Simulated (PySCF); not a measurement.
Species: C7H9OP.
Numbering: `[CH2:1]=[CH:2][P:3](=[O:4])([C:5]#[C:6][CH3:7])[CH:8]=[CH2:9]` (hydrogens: H10, H11 on C1; H12 on C2; H13, H14, H15 on C7; H16 on C8; H17, H18 on C9)

The same species was optimised twice, with GFN2-xTB and with PBE0-D3(BJ)/def2-SVP (PySCF), and the same property calculations (PySCF, gas phase) were run on both structures.

```json
{"coordinate": "P3=O4 (Å)", "GFN2-xTB": "1.465", "PBE0-D3(BJ)/def2-SVP": "1.496", "change": "+0.031"}
{"coordinate": "C8=C9 (Å)", "GFN2-xTB": "1.321", "PBE0-D3(BJ)/def2-SVP": "1.334", "change": "+0.013"}
{"coordinate": "C1=C2 (Å)", "GFN2-xTB": "1.321", "PBE0-D3(BJ)/def2-SVP": "1.334", "change": "+0.013"}
{"coordinate": "C5≡C6 (Å)", "GFN2-xTB": "1.204", "PBE0-D3(BJ)/def2-SVP": "1.217", "change": "+0.013"}
{"coordinate": "C2–P3 (Å)", "GFN2-xTB": "1.815", "PBE0-D3(BJ)/def2-SVP": "1.806", "change": "-0.009"}
{"coordinate": "P3–C8 (Å)", "GFN2-xTB": "1.815", "PBE0-D3(BJ)/def2-SVP": "1.805", "change": "-0.010"}
{"coordinate": "C6–C7 (Å)", "GFN2-xTB": "1.443", "PBE0-D3(BJ)/def2-SVP": "1.449", "change": "+0.006"}
{"coordinate": "P3–C5 (Å)", "GFN2-xTB": "1.773", "PBE0-D3(BJ)/def2-SVP": "1.769", "change": "-0.004"}
{"coordinate": "P3–C5–C6 (°)", "GFN2-xTB": "175.8", "PBE0-D3(BJ)/def2-SVP": "177.6", "change": "+1.8"}
{"coordinate": "C2–P3–C8 (°)", "GFN2-xTB": "104.6", "PBE0-D3(BJ)/def2-SVP": "106.0", "change": "+1.4"}
{"coordinate": "C2–P3–O4 (°)", "GFN2-xTB": "114.9", "PBE0-D3(BJ)/def2-SVP": "113.6", "change": "-1.3"}
{"coordinate": "O4–P3–C8 (°)", "GFN2-xTB": "114.9", "PBE0-D3(BJ)/def2-SVP": "113.6", "change": "-1.3"}
{"coordinate": "C5–C6–C7 (°)", "GFN2-xTB": "178.9", "PBE0-D3(BJ)/def2-SVP": "179.9", "change": "+1.0"}
{"coordinate": "O4–P3–C5 (°)", "GFN2-xTB": "115.1", "PBE0-D3(BJ)/def2-SVP": "115.9", "change": "+0.8"}
{"coordinate": "C2–P3–C5 (°)", "GFN2-xTB": "102.9", "PBE0-D3(BJ)/def2-SVP": "103.3", "change": "+0.4"}
{"coordinate": "C5–P3–C8 (°)", "GFN2-xTB": "102.9", "PBE0-D3(BJ)/def2-SVP": "103.2", "change": "+0.3"}
{"coordinate": "C1–C2–P3–O4 (°)", "GFN2-xTB": "-3", "PBE0-D3(BJ)/def2-SVP": "-1", "change": "+2"}
{"coordinate": "C2–P3–C8–C9 (°)", "GFN2-xTB": "-123", "PBE0-D3(BJ)/def2-SVP": "-124", "change": "-1"}
```

Rotational constants: A = 1777, B = 927.2, C = 729.1 MHz (GFN2-xTB) against A = 1762, B = 924.8, C = 723.6 MHz (PBE0-D3(BJ)/def2-SVP).

On the GFN2-xTB structure: HOMO (eV) -7.78 [PBE0/pcSseg-1]; LUMO (eV) -0.85 [PBE0/pcSseg-1]; dipole (D) 4.07 [PBE0/pcSseg-1]; GIAO shielding of C1/C9 (mean) (ppm) 46.4 [PBE0/pcSseg-1]; GIAO shielding of C2/C8 (mean) (ppm) 45.1 [PBE0/pcSseg-1]; GIAO shielding of P3 (ppm) 350.0 [PBE0/pcSseg-1]; GIAO shielding of O4 (ppm) 270.1 [PBE0/pcSseg-1]; GIAO shielding of C5 (ppm) 104.6 [PBE0/pcSseg-1]; GIAO shielding of C6 (ppm) 79.3 [PBE0/pcSseg-1]; GIAO shielding of C7 (ppm) 181.5 [PBE0/pcSseg-1].

Problem. What do these properties become on the PBE0-D3(BJ)/def2-SVP structure?

Solution. 
```csv
property,level,on GFN2-xTB,on PBE0-D3(BJ)/def2-SVP,change
HOMO (eV),PBE0/pcSseg-1,-7.78,-7.69,+0.09
LUMO (eV),PBE0/pcSseg-1,-0.85,-0.93,-0.08
dipole (D),PBE0/pcSseg-1,4.07,4.25,+0.18
"energy, GFN2-xTB geometry as zero (kcal/mol)",PBE0/pcSseg-1,0.0,-1.1,-1.1
GIAO shielding of C1/C9 (mean) (ppm),PBE0/pcSseg-1,46.4,41.0,-5.4
GIAO shielding of C2/C8 (mean) (ppm),PBE0/pcSseg-1,45.1,44.2,-0.9
GIAO shielding of P3 (ppm),PBE0/pcSseg-1,350.0,344.5,-5.5
GIAO shielding of O4 (ppm),PBE0/pcSseg-1,270.1,263.6,-6.5
GIAO shielding of C5 (ppm),PBE0/pcSseg-1,104.6,104.0,-0.6
GIAO shielding of C6 (ppm),PBE0/pcSseg-1,79.3,77.5,-1.8
GIAO shielding of C7 (ppm),PBE0/pcSseg-1,181.5,179.1,-2.4
```

The heavy atoms differ by 0.029 Å rms after alignment. Among bonds between heavy atoms P3=O4 changes most (+0.031 Å). Changes are differences of the printed values. Neither structure is proved a minimum here.

Conformer computed: `[CH2:1]=[CH:2][P:3](=[O:4])([C:5]#[C:6][CH3:7])[CH:8]=[CH2:9]`: C1–C2–P3–O4 -1°, C2–P3–C8–C9 -124°.
